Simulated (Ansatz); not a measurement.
**A relaxation, step by step**

CH$_{6}$FGa, singlet, revPBE-D4/pcseg-2 (Ansatz 0.2.0). Settings:

```yaml
hamiltonian: {xc: {name: revPBE}, dispersion: d4}
relax: {f_tol: 0.03, max_steps: 60, escape_saddle: false}
```

Start, the saddle point found with PBE0-D4 in triple zeta (not stationary at another level):

| atom | x (Å) | y (Å) | z (Å) |
| --- | --- | --- | --- |
| Ga1 | -1.0281 | -0.3563 | -0.4442 |
| C2 | 0.9205 | -0.0958 | 0.4027 |
| H3 | -0.9336 | -0.8213 | -1.9258 |
| H4 | -2.0921 | -0.6830 | 0.6436 |
| H5 | 0.1007 | 1.0504 | 0.0049 |
| F6 | -0.7437 | 1.6700 | -0.4054 |
| H7 | 1.1248 | 0.3591 | 1.3754 |
| H8 | 1.7695 | 0.0518 | -0.2657 |
| H9 | 0.8819 | -1.1749 | 0.6145 |

| step | energy less the last (meV) | largest force component (eV/Å) |
| --- | --- | --- |
| 1 | 20.6 | 0.597 |
| 2 | 5.1 | 0.301 |
| 3 | 0.3 | 0.052 |
| 4 | 0.0 | 0.027 |

Step 2, positions (Å) and forces (eV/Å):

```json
{"atom": "Ga1", "x": "-1.038", "y": "-0.360", "z": "-0.448", "Fx": "-0.107", "Fy": "-0.234", "Fz": "-0.033"}
{"atom": "C2", "x": "0.927", "y": "-0.100", "z": "0.406", "Fx": "0.024", "Fy": "0.011", "Fz": "0.011"}
{"atom": "H3", "x": "-0.941", "y": "-0.823", "z": "-1.937", "Fx": "0.006", "Fy": "0.002", "Fz": "-0.018"}
{"atom": "H4", "x": "-2.106", "y": "-0.685", "z": "0.645", "Fx": "-0.010", "Fy": "0.003", "Fz": "0.015"}
{"atom": "H5", "x": "0.100", "y": "1.052", "z": "0.004", "Fx": "0.135", "Fy": "-0.083", "Fz": "0.066"}
{"atom": "F6", "x": "-0.747", "y": "1.685", "z": "-0.408", "Fx": "-0.096", "Fy": "0.301", "Fz": "-0.059"}
{"atom": "H7", "x": "1.129", "y": "0.362", "z": "1.382", "Fx": "0.007", "Fy": "0.038", "Fz": "0.060"}
{"atom": "H8", "x": "1.776", "y": "0.053", "z": "-0.268", "Fx": "0.049", "Fy": "0.016", "Fz": "-0.047"}
{"atom": "H9", "x": "0.901", "y": "-1.183", "z": "0.624", "Fx": "-0.008", "Fy": "-0.054", "Fz": "0.005"}
```

Step 3, positions (Å) and forces (eV/Å):

| atom | x | y | z | Fx | Fy | Fz |
| --- | --- | --- | --- | --- | --- | --- |
| Ga1 | -1.045 | -0.372 | -0.450 | -0.006 | -0.026 | -0.003 |
| C2 | 0.929 | -0.101 | 0.408 | 0.008 | 0.023 | 0.006 |
| H3 | -0.944 | -0.827 | -1.942 | 0.003 | 0.004 | 0.010 |
| H4 | -2.113 | -0.688 | 0.647 | 0.011 | 0.005 | -0.005 |
| H5 | 0.103 | 1.051 | 0.005 | 0.010 | -0.052 | 0.003 |
| F6 | -0.742 | 1.701 | -0.408 | -0.010 | 0.051 | -0.005 |
| H7 | 1.129 | 0.365 | 1.385 | -0.003 | -0.010 | -0.013 |
| H8 | 1.779 | 0.057 | -0.270 | -0.014 | -0.003 | 0.008 |
| H9 | 0.903 | -1.186 | 0.624 | 0.002 | 0.008 | -0.001 |

Last step (4):

```json
{"atom": "Ga1", "x (Å)": "-1.0453", "y (Å)": "-0.3732", "z (Å)": "-0.4503"}
{"atom": "C2", "x (Å)": "0.9282", "y (Å)": "-0.1007", "z (Å)": "0.4076"}
{"atom": "H3", "x (Å)": "-0.9412", "y (Å)": "-0.8272", "z (Å)": "-1.9415"}
{"atom": "H4", "x (Å)": "-2.1111", "y (Å)": "-0.6869", "z (Å)": "0.6485"}
{"atom": "H5", "x (Å)": "0.1013", "y (Å)": "1.0476", "z (Å)": "0.0042"}
{"atom": "F6", "x (Å)": "-0.7405", "y (Å)": "1.7045", "z (Å)": "-0.4070"}
{"atom": "H7", "x (Å)": "1.1277", "y (Å)": "0.3647", "z (Å)": "1.3843"}
{"atom": "H8", "x (Å)": "1.7770", "y (Å)": "0.0572", "z (Å)": "-0.2701"}
{"atom": "H9", "x (Å)": "0.9038", "y (Å)": "-1.1859", "z (Å)": "0.6242"}
```

Hardware: 4 CPU threads of an Intel Xeon, shared host. Wall time about 11 s.
